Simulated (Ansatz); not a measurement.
Stepwise reaction of `NB(F)F` with hydrogen sulfide, as a gas-phase model of exchange steps in deposition or etching. ΔE in kJ/mol.

Program: Ansatz. Geometries: PBE0-D4/def2-TZVP. ΔE: electronic, gas phase. CCSD(T)/CBS is the MP2 limit (def2-TZVPP, def2-QZVPP) plus CCSD(T) − MP2 in def2-TZVPP, frozen cores. This one scheme is used for every species. Functionals use def2-TZVPP. B3LYP here is the variant with VWN-RPA as its local correlation; programs differ in this. One conformer a species, not always the lowest.

```tsv
step	reaction	PBE-D4	B3LYP-D4	ωB97M-V	CCSD(T)/CBS
1	`NB(F)F` + H₂S → `NB(F)S` + H–F	75.4	88.5	88.0	81.4
2	`NB(F)S` + H₂S → `NB(S)S` + H–F	65.4	77.5	78.2	67.3
```

Question: By hand: ΔE of the 2 steps together at CCSD(T)/CBS.

Answer: (81.4) + (67.3) = 148.7 kJ/mol, or 74.3 kJ/mol a step.

In ΔE each step is lower than the one before. All are uphill at CCSD(T)/CBS. PBE-D4 differs from CCSD(T)/CBS by -6.0 to -1.9 kJ/mol a step. Isolated molecules leave out the surface, adducts and barriers. Largest T1 diagnostic: 0.012.
